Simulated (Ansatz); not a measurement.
Cost and result up the ladder for ZnMeH (CH₄Zn) (6 atoms). The state is a singlet with charge 0. Geometry: PBE-D4/def2-TZVP.

```xyz
6

Zn    0.172   -0.168    1.212
C    -0.099    0.097   -0.696
H    -1.126   -0.166   -0.987
H     0.591   -0.530   -1.281
H     0.076    1.146   -0.975
H     0.387   -0.378    2.728
```

Ansatz on 4 threads of Arm Neoverse V1 on a shared host. Times are rough, and most runs start from the orbitals of an earlier one. HSE06-D4/def2-TZVP serves as the yardstick here, not as an exact answer. Differences are given only for rows in sets of like size (and for xTB, whose basis is part of the method), since another set adds its own error. Binding counts from free atoms at the same level (Zn singlet, C triplet, H doublet; other spins of the atoms weren't run), without zero-point energy or a counterpoise term.

The 6-31G sets use Cartesian d functions. LC-ωPBE has ω = 0.4 bohr⁻¹. B3LYP takes the VWN-RPA correlation. HSE06 is defined as in plane-wave codes, on full-range PBE exchange. Correlated methods freeze 10 core orbitals.

Correlated methods converge slowly with the basis.

```tsv
level	functions	binding energy per atom (eV)	difference from HSE06-D4/def2-TZVP (eV)
HSE06-D4/def2-TZVP	103	2.93	0.00
PBE-D4/def2-SVP	65	2.99	–
B3LYP-D4/6-31G	46	3.01	–
HF/6-31G	46	2.20	–
MP2/def2-TZVP	103	2.84	-0.09
CCSD(T)/def2-TZVPP	151	2.89	-0.04
LC-ωPBE/def2-TZVP	103	2.97	0.04
r2SCAN-D4/def2-TZVP	103	2.96	0.03
B3LYP-D4/def2-TZVP	103	2.92	-0.01
PBE-D4/def2-TZVP	103	2.95	0.01
HF/def2-TZVP	103	2.20	-0.73
HF/STO-3G	27	2.83	–
PBE0-D4/def2-SVP	65	2.97	–
r2SCANh-D4/def2-TZVP	103	2.95	0.02
```

Question: Estimate how long each takes.

Answer: HF/STO-3G 0.1 s; HF/6-31G 0.2 s; HF/def2-TZVP 0.35 s; PBE-D4/def2-SVP 0.45 s; B3LYP-D4/6-31G 0.45 s; MP2/def2-TZVP 0.45 s; PBE0-D4/def2-SVP 0.55 s; PBE-D4/def2-TZVP 0.65 s; B3LYP-D4/def2-TZVP 0.75 s; HSE06-D4/def2-TZVP 0.85 s; LC-ωPBE/def2-TZVP 0.85 s; r2SCAN-D4/def2-TZVP 1.4 s; r2SCANh-D4/def2-TZVP 1.5 s; CCSD(T)/def2-TZVPP 9.5 s. On shared hardware such times vary by a factor of up to 3.
